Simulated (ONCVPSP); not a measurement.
## Which change was made? (Ge, ONCV)

germanium, optimised norm-conserving Vanderbilt (ONCV), made with ONCVPSP 4.0.1 (PBE, fully relativistic). Core [Ar] 3d10, reference 4s2 4p1 (charge +1). Waves: 4s: rc 1.85 bohr, ncon 4, nbas 7, qcut 4 1/bohr, 2 projectors, debl 2.1 Ha; 4p: rc 2.15 bohr, ncon 3, nbas 6, qcut 3.1 1/bohr, 2 projectors, debl 3.1 Ha; d scattering state at 0.35 Ha: rc 2.40 bohr, ncon 4, nbas 7, qcut 3.7 1/bohr, 1 projector. Local part: polynomial inside 1.20 bohr (lpopt 5, dvloc0 -1 Ha). Core correction: none.

Open shells are filled in proportion to 2j + 1.

Cutoffs, loose and tight: the cutoffs (Ha) at which the residual kinetic energy of the hardest occupied pseudo-wave falls to 1 and 0.1 mHa per electron. They do not see the model core or the augmentation charge, which bear on the density cutoff. Test errors are all-electron minus pseudo excitation energies from the reference, over the configurations 4s2 4p2; 4s2 4p0; 4s1 4p0; 4s1 4p2; variants that change the core or the reference have their own tests.

The base gives: outcome: generated; cutoff, loose: 8.8 Ha; cutoff, tight: 30 Ha; bound ghosts: none; GHOST(+) flags above zero: s, p3/2, p1/2; largest test error (meV): +106.

Task: After one change the result is: outcome: generated; cutoff, loose: 8.4 Ha; cutoff, tight: 29 Ha; bound ghosts: none; GHOST(+) flags above zero: s, p3/2, p1/2; largest test error (meV): +75. Which change was it?
A. reference 4s2 4p2; p: rc 1.85, qcut 3.6
B. s: qcut 6.2
C. functional BLYP

Result: A. The others give: s: qcut 6.2 → outcome: failed: ERROR pspot: first pseudo wave function has node, program will stop | functional BLYP → outcome: generated; cutoff, loose: 9.0 Ha; cutoff, tight: 30 Ha; bound ghosts: none; GHOST(+) flags above zero: s, p3/2, p1/2; largest test error (meV): +283.
